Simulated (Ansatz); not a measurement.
Input for Ansatz (an electronic-structure program): R-B97M-V/def2-TZVPP on AsSe+, 2S+1 = 1, a spin state set in the input, which need not be the lowest, a point of a bond scan (R = 2.071 Å). Charge +1.

Ansatz 0.2 input:
```yaml
crystal:
  periodic: [false, false, false]
  atoms:
    - {symbol: As, position_ang: [0.00000000, 0.00000000, 0.00000000]}
    - {symbol: Se, position_ang: [0.00000000, 0.00000000, 2.07125500]}
basis:
  gaussian:
    orbitals: def2-TZVPP
    pivot_positions_ang: [[0.00000000, 0.00000000, 0.00000000], [0.00000000, 0.00000000, 2.07125500]]
hamiltonian:
  xc: {name: B97M-V}
total_charge: 1
output: {forces: true, orbitals: {seedname: ./end}}
```

The head of its log:

```
WARN ansatz: RAYON_NUM_THREADS=2 ignored (pool sized by the plan → 2); use --threads N
Functional definition: B97M-V
integrals: 0.04 GiB planned
760 factors; their error is unknown
mean field: 0.30 GiB planned
mean field evaluation 1: about -126156.5941 eV, gradient 3.3e1 eV
mean field evaluation 2: about -126124.0435 eV, gradient 9.5e1 eV
```

Problem. Predict the final total energy.

Solution. -4636.2890 hartree.
